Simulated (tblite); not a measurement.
C5H6N2Si2.
Atom-mapped SMILES: `[N:1]#[C:2][C:3]#[C:4][SiH2:5][C@H:6]([SiH3:7])[C:8]#[N:9]` (hydrogens: H10, H11 on Si5; H12 on C6; H13, H14, H15 on Si7)

Computed geometry: GFN2-xTB, gas phase.

Problem. List the bond lengths, angles and torsions at this level.

Solution. 
```
                     bond  length (bohr)
                    N1≡C2          2.172
                    C2–C3          2.577
                    C3≡C4          2.292
                   C4–Si5          3.498
                   Si5–C6          3.626
                   C6–Si7          3.636
                    C6–C8          2.688
                    C8≡N9          2.165
                  Si5–H10          2.766
                  Si5–H11          2.768
                   C6–H12          2.067
Si7–H13, Si7–H14, Si7–H15          2.763
```

Bonds in one row agree within 0.02 bohr and their mean is given. A selection of angles:
```
     angle  degrees
  N1–C2–C3    179.5
  C2–C3–C4    179.3
 C3–C4–Si5    178.8
 C4–Si5–C6    106.5
Si5–C6–Si7    115.2
 Si5–C6–C8    108.8
 Si7–C6–C8    108.8
  C6–C8–N9    178.7
```

Dihedral angles: C4–Si5–C6–Si7 57° (synclinal).

The 3 C–C bonds span 1.213 Å (C3≡C4, drawn triple) to 1.423 Å (C6–C8, drawn single), a spread of 0.210 Å. Si5 (SiH2 silicon) is distorted tetrahedral (angles from 106.5° to 113.4°). The 3 C–Si bonds span 1.851 Å (C4–Si5, drawn single) to 1.924 Å (C6–Si7, drawn single), a spread of 0.073 Å. Si7 (SiH3 silicon) is tetrahedral (angles from 106.2° to 111.5°).

Point group: C1 (no symmetry element, even within 0.4 Å). Its GFN2-xTB frequencies are all real (lowest 23 cm⁻¹). One conformer, not necessarily the lowest.
